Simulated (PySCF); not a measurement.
## Two probes of the same atoms: core binding energy and nuclear shielding

Species: C₄H₁₁Al₂NO₂.
SMILES with atom numbers: `[CH3:1][O+:2]1[AlH2-:3][O+:4]([CH3:5])[AlH-:6]1[CH2:7][C:8]#[N:9]`

Cartesian coordinates in Å at the PBE0-D3(BJ)/def2-SVP level; atoms count from 1:
```
atom  x, y, z in Å
C1    -1.864   -2.176   -0.167
O2    -1.177   -0.943   -0.141
Al3   -1.785    0.764   -0.618
O4    -0.129    1.205    0.121
C5     0.464    2.489    0.253
Al6    0.440   -0.476    0.634
C7     1.966   -1.045   -0.520
C8     2.929    0.025   -0.458
N9     3.631    0.946   -0.354
H10   -2.498   -2.290    0.727
H11   -1.147   -3.011   -0.202
H12   -2.499   -2.236   -1.064
H13   -1.796    0.960   -2.196
H14   -3.006    1.216    0.294
H15    1.560    2.402    0.218
H16    0.142    3.133   -0.578
H17    0.160    2.952    1.205
H18    0.505   -0.729    2.196
H19    1.628   -1.185   -1.560
H20    2.421   -1.986   -0.171
```

Binding energies: delta-SCF UKS SCAN, pcX-2 on the ionised atom, pcseg-1 elsewhere, spin-free X2C in PySCF 2.14.0. Shieldings: GIAO HF/pcSseg-1, non-relativistic, same geometry.

```tsv
atom	isotropic shielding (ppm)
C1	144.3
C7	199.0
C8	56.8
```

Q: What are the C 1s binding energies of these atoms?

A: 
```tsv
atom	environment	C 1s (eV)	isotropic shielding (ppm)
C7	sp3 carbon next to a nitrile	290.97	199.0
C8	nitrile carbon	291.90	56.8
C1	O-methyl carbon	293.30	144.3
```

Q: Among the listed atoms, is the one with the highest binding energy also the least shielded?

A: No. The highest binding energy is at C1 (293.30 eV, shielding 144.3 ppm), the lowest shielding at C8 (56.8 ppm, 291.90 eV).

By binding energy: C7 < C8 < C1. By shielding: C8 < C1 < C7.

Of atoms equivalent by bonding only the ionised one is listed; its partners' own values can differ in this conformer. Isolated species at its PBE0-D3(BJ)/def2-SVP geometry (one conformer only).
